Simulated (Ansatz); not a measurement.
C₂H₃BSeZn, SMILES `C=[C]1[Zn][BH][Se]1`. The species carries charge 0 and has multiplicity 1.

```xyz
8

C     0.4612    1.6993   -0.6980
C     0.0832    0.6620    0.0292
Zn   -0.5760   -0.1922    1.7137
B    -0.5534   -2.0734    0.8226
Se    0.0720   -1.1744   -0.7369
H     0.7842    1.6354   -1.7338
H     0.4577    2.6910   -0.2544
H    -0.7288   -3.2476    0.8575
```

Problem. List the harmonic frequencies (cm⁻¹, unscaled) at PBE0-D4/def2-TZVP in Ansatz. (Estimate.)

Solution. Computed: 128, 222, 230, 322, 420, 507, 517, 651, 699, 701, 797, 930, 1039, 1411, 1674, 2703, 3128, 3205.

Problem. Is this a minimum?

Solution. Yes, all 18 modes are real.

Problem. Give the ideal-gas thermochemistry at 298.15 K and 1 bar (rigid rotor, harmonic oscillator; point group Cs, symmetry number 1).

Solution. Zero-point energy 115.3 kJ/mol; H(298) − E = 134.1 kJ/mol; entropy 340.5 J/(mol·K), of which translation 173.8, rotation 118.0, vibration 48.8; G(298) − E = 32.6 kJ/mol.

Problem. And at 400, 500, 600, 800 and 1000 K?

Solution. 
```csv
T (K),H − E (kJ/mol),S (J/mol/K),G − E (kJ/mol)
400,144.8,371.3,-3.7
500,156.6,397.7,-42.2
600,169.4,421.0,-83.2
800,197.1,460.7,-171.5
1000,226.7,493.7,-267.0
```
